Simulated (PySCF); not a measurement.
Ga (SMILES [Ga-]), charge -1, triplet (in this run its highest filled SCF level lies above zero, so its values depend strongly on the basis, on diffuse functions most of all); WB97M-V/def2-TZVP (PySCF).

The PySCF input:
```python
from pyscf import gto, scf, dft

mol = gto.M(
    atom='''
Ga    0.000000    0.000000    0.000000
''',
    basis='def2-tzvp',
    charge=-1,
    spin=2,
    verbose=4,
)

mf = dft.UKS(mol)
mf.xc = 'wb97m_v'
mf.grids.atom_grid = (99, 590)
mf.grids.prune = None
mf.kernel()
```

Question: Write the output that PySCF gives for this input, abridged.

Answer: 
```
PySCF version 2.14.0

[INPUT] verbose = 4
[INPUT] num. atoms = 1
[INPUT] num. electrons = 32
[INPUT] charge = -1
[INPUT] spin (= nelec alpha-beta = 2S) = 2
[INPUT] symmetry False subgroup None
[INPUT] Mole.unit = angstrom
[INPUT] Symbol           X                Y                Z      unit          X                Y                Z       unit  Magmom
[INPUT]  1 Ga     0.000000000000   0.000000000000   0.000000000000 AA    0.000000000000   0.000000000000   0.000000000000 Bohr   0.0

nuclear repulsion = 0
number of shells = 16
number of NR pGTOs = 100
number of NR cGTOs = 48
basis = def2-tzvp
ecp = {}

******** <class 'pyscf.dft.uks.UKS'> ********
method = UKS
initial guess = minao
damping factor = 0
level_shift factor = 0
DIIS = <class 'pyscf.scf.diis.CDIIS'>
diis_start_cycle = 1
diis_space = 8
diis_damp = 0
SCF conv_tol = 1e-09
SCF conv_tol_grad = None
SCF max_cycles = 50
direct_scf = True
direct_scf_tol = 1e-13
number electrons alpha = 17  beta = 15
XC library pyscf.dft.libxc version 7.1.2
    S. Lehtola, C. Steigemann, M. J. T. Oliveira, and M. A. L. Marques,  SoftwareX 7, 1–5 (2018)
XC functionals = wb97m_v
    N. Mardirossian and M. Head-Gordon,  J. Chem. Phys. 144, 214110 (2016)
radial grids:
    Treutler-Ahlrichs [JCP 102, 346 (1995); DOI:10.1063/1.469408] (M4) radial grids

becke partition: Becke, JCP 88, 2547 (1988); DOI:10.1063/1.454033
pruning grids: None
grids dens level: 3
symmetrized grids: False
atomic radii adjust function: <function treutler_atomic_radii_adjust>
User specified grid scheme (99, 590)
** Following is NLC and NLC Grids **
NLC functional = wb97m_v
radial grids:
    Treutler-Ahlrichs [JCP 102, 346 (1995); DOI:10.1063/1.469408] (M4) radial grids

becke partition: Becke, JCP 88, 2547 (1988); DOI:10.1063/1.454033
pruning grids: <function nwchem_prune>
grids dens level: 3
symmetrized grids: False
atomic radii adjust function: <function treutler_atomic_radii_adjust>
small_rho_cutoff = 0
Set gradient conv threshold to 3.16228e-05
tot grids = 58416
tot grids = 20904
init E= -1924.09630471307

cycle= 1 E= -1924.67909934605  delta_E= -0.583  |g|= 0.332  |ddm|= 0.959
cycle= 2 E= -1924.68044049821  delta_E= -0.00134  |g|= 0.341  |ddm|= 0.301
cycle= 3 E= -1924.69601804564  delta_E= -0.0156  |g|= 0.0173  |ddm|= 0.137
cycle= 4 E= -1924.69612913071  delta_E= -0.000111  |g|= 0.00438  |ddm|= 0.02
cycle= 5 E= -1924.69613895945  delta_E= -9.83e-06  |g|= 0.00039  |ddm|= 0.0091
cycle= 6 E= -1924.69613922195  delta_E= -2.62e-07  |g|= 4.91e-05  |ddm|= 0.00173
cycle= 7 E= -1924.69613922515  delta_E= -3.2e-09  |g|= 9.62e-06  |ddm|= 0.000197
cycle= 8 E= -1924.69613922538  delta_E= -2.33e-10  |g|= 1.59e-06  |ddm|= 7.35e-05
Extra cycle  E= -1924.69613922538  delta_E= -4.32e-12  |g|= 6.65e-07  |ddm|= 7.1e-06
converged SCF energy = -1924.69613922538  <S^2> = 2.0032704  2S+1 = 3.0021795
```
